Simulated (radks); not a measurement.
Ionisation of the tin ion Sn2+, [Kr] 4d10 5s2, to [Kr] 4d10 5s1 as the strength of local exchange is varied. Method: Dirac Kohn-Sham, Slater X-alpha exchange (alpha = 2/3 is LDA exchange), no correlation, spin-unpolarised, spherical densities, finite nucleus; Fermi nuclear charge, rms radius 4.6519 fm; computed with a radial shooting solver on a logarithmic mesh with Libxc functionals.

alpha = 0.667: E(Sn2+) (hartree) -6168.10330; exchange (hartree) -154.67813; IE (eV) 30.146; -e of the level emptied (eV) 25.234 (5s1/2); <r> of it (bohr) 2.224
alpha = 0.681: E(Sn2+) (hartree) -6171.35074; exchange (hartree) -158.00458; IE (eV) 30.313; -e of the level emptied (eV) 25.398 (5s1/2); <r> of it (bohr) 2.218
alpha = 0.686: E(Sn2+) (hartree) -6172.51094; exchange (hartree) -159.19339; IE (eV) 30.373; -e of the level emptied (eV) 25.456 (5s1/2); <r> of it (bohr) 2.217
alpha = 0.735: E(Sn2+) (hartree) -6183.89194; exchange (hartree) -170.86581; IE (eV) 30.962; -e of the level emptied (eV) 26.032 (5s1/2); <r> of it (bohr) 2.199
alpha = 0.992: E(Sn2+) (hartree) -6243.91301; exchange (hartree) -232.74173; IE (eV) 34.127; -e of the level emptied (eV) 29.139 (5s1/2); <r> of it (bohr) 2.110

NIST Atomic Spectra Database: 30.506 eV (measured). The Delta-SCF value meets it near alpha = 0.70. Spin polarisation and multiplet splitting are left out, so open shells lie too high by an amount that depends on their filling.

Beside tabulated values, note that spin-unpolarised runs miss the spin-polarisation part of the exchange energy of open shells.
